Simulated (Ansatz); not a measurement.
Job for Ansatz (a first-principles code): R-CCSD(T)/def2-QZVPP on H3Sb (SMILES [SbH3]). Elements past Kr take the def2 small-core potentials; no spin–orbit coupling. The basis file is the Basis Set Exchange's JSON of that set.

Ansatz 0.2 input:
```yaml
crystal:
  periodic: [false, false, false]
  atoms:
    - {symbol: Sb, position_ang: [-0.00000886, -0.00000000, 0.00000000]}
    - {symbol: H, position_ang: [1.64696016, 0.00000000, -0.00000000]}
    - {symbol: H, position_ang: [-0.82347565, 1.42632592, -0.00000000]}
    - {symbol: H, position_ang: [-0.82347565, -1.42632592, -0.00000000]}
basis:
  gaussian:
    orbitals: def2-QZVPP.json
magnetization: {spin_polarized: false}
correlation: {method: ccsd_t, electrons: outside_noble_gas}
scf: {lower_state_search: off}
```

Predict the final total energy.

-241.0943 hartree (reference determinant -240.9080, T1 diagnostic 0.009).

How many basis functions does it have, and what does it roughly cost on one machine?

172 functions; about 9 core-seconds (a rough figure).
